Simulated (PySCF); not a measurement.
Radial density of I (iodine, neutral)

PW91, [Kr] 4d10 5s1 5p6, 2S determinant (an excited configuration). Computed with PySCF 2.14 in def2-TZVPPD with the def2 core potential (28 electrons) (7s6p4d2f, 59 functions), with scalar relativity through the core potential. This is the valence pseudo-density: the core potential removes the inner electrons and smooths the orbitals near the nucleus.

| r (bohr) | 4πr²ρ (e/bohr) | 4πr²(ρα − ρβ) |
| --- | --- | --- |
| 0.00208 | 1.339e-05 | 0.0000 |
| 0.00351 | 3.695e-05 | 0.0000 |
| 0.00590 | 9.765e-05 | 0.0000 |
| 0.00992 | 0.0002335 | 0.0000 |
| 0.0167 | 0.0004737 | 0.0000 |
| 0.0281 | 0.0008379 | 0.0001 |
| 0.0472 | 0.001325 | 0.0001 |
| 0.0794 | 0.003663 | 0.0001 |
| 0.134 | 0.02763 | 0.0002 |
| 0.225 | 0.3466 | 0.0022 |
| 0.378 | 5.165 | 0.0571 |
| 0.636 | 26.18 | 0.1562 |
| 1.07 | 14.14 | 0.1440 |
| 1.80 | 4.650 | 0.7472 |
| 3.02 | 1.750 | 0.1143 |
| 5.09 | 0.1231 | -0.0085 |
| 8.56 | 0.0007450 | -0.0001 |

Energies and moments cover only the electrons outside the core potential.

Where is the radial spin density 4πr²(ρα − ρβ) most negative, and why is it negative at all?

Around r = 5.09 bohr, down to -0.0085 e/bohr: exchange with the open shell polarises the paired shells in an unrestricted calculation.
